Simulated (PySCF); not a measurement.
Isomers of C5H15NOSi and their computed core-level spectra.

Level of theory: delta-SCF UKS SCAN, pcX-2 on the ionised atom, pcseg-1 elsewhere, spin-free X2C in PySCF. Geometries: PBE0-D3(BJ)/def2-SVP; isolated species, one conformer each.

Line lists (1s up to Mg, 2p3/2 beyond; areas count atoms within a level, one atom standing for each set equivalent by bonding):
1. C 1s: 290.41 (area 2), 291.50 (area 2), 292.00 (area 1) eV; N 1s: 404.23 eV; O 1s: 537.28 eV; Si 2p3/2: 106.85 eV
2. C 1s: 289.81 (area 1), 290.20 (area 2), 291.68 (area 1), 292.08 (area 1) eV; N 1s: 404.30 eV; O 1s: 538.19 eV; Si 2p3/2: 106.17 eV
3. C 1s: 289.94 (area 1), 290.40 (area 1), 290.49 (area 1), 291.32 (area 2) eV; N 1s: 404.10 eV; O 1s: 538.03 eV; Si 2p3/2: 106.65 eV
4. C 1s: 289.75 (area 1), 290.35 (area 1), 290.38 (area 1), 290.49 (area 1), 291.97 (area 1) eV; N 1s: 404.42 eV; O 1s: 537.30 eV; Si 2p3/2: 106.65 eV
5. C 1s: 289.82 (area 1), 290.34 (area 1), 290.42 (area 1), 290.44 (area 1), 291.51 (area 1) eV; N 1s: 404.24 eV; O 1s: 538.03 eV; Si 2p3/2: 106.64 eV

Structures:
A. `CC(C)O[SiH2]N(C)C`
B. `COCC(C)(C)[SiH2]N`
C. `CC(C)[Si@H](O)N(C)C`
D. `CCC[Si@H](N)OCC`
E. `CC[C@@H](C)[Si@@H](O)NC`

Problem. Match each list to its structure.

Solution. 
- 1 = A: no other candidate has these counts of sites. C 1s: 290.41 methyl carbon (×2), 291.50 N-methyl carbon (×2), 292.00 sp3 carbon bound to oxygen; N 1s: 404.23 silicon-bound nitrogen; O 1s: 537.28 silyl ether oxygen; Si 2p3/2: 106.85 oxygen-bound silicon.
- 2 = B: another candidate has the same counts of sites, so positions decide. C 1s: 289.81 sp3 carbon bound to silicon, 290.20 methyl carbon (×2), 291.68 sp3 carbon bound to oxygen, 292.08 methoxy carbon; N 1s: 404.30 silicon-bound nitrogen; O 1s: 538.19 ether oxygen; Si 2p3/2: 106.17 SiH2 silicon.
- 3 = C: another candidate has the same counts of sites, so positions decide. C 1s: 289.94 sp3 carbon bound to silicon, 290.40 methyl carbon, 290.49 methyl carbon, 291.32 N-methyl carbon (×2); N 1s: 404.10 silicon-bound nitrogen; O 1s: 538.03 silanol oxygen; Si 2p3/2: 106.65 oxygen-bound silicon.
- 4 = D: another candidate has the same counts of sites, so positions decide. C 1s: 289.75 sp3 carbon bound to silicon, 290.35 methyl carbon, 290.38 chain CH2 carbon, 290.49 methyl carbon, 291.97 sp3 carbon bound to oxygen; N 1s: 404.42 silicon-bound nitrogen; O 1s: 537.30 silyl ether oxygen; Si 2p3/2: 106.65 oxygen-bound silicon.
- 5 = E: another candidate has the same counts of sites, so positions decide. C 1s: 289.82 sp3 carbon bound to silicon, 290.34 methyl carbon, 290.42 chain CH2 carbon, 290.44 methyl carbon, 291.51 N-methyl carbon; N 1s: 404.24 silicon-bound nitrogen; O 1s: 538.03 silanol oxygen; Si 2p3/2: 106.64 oxygen-bound silicon.

The 2p values aren't plain energy differences: one relaxed spin-free 2p hole is combined with a matrix within the shell (ground-state 2p orbital-energy differences and spin–orbit coupling). 2p3/2, the mean of its two sublevels, lies a third of the splitting below the shell's mean and 2p1/2 two thirds above it; the statistical areas are 2:1.
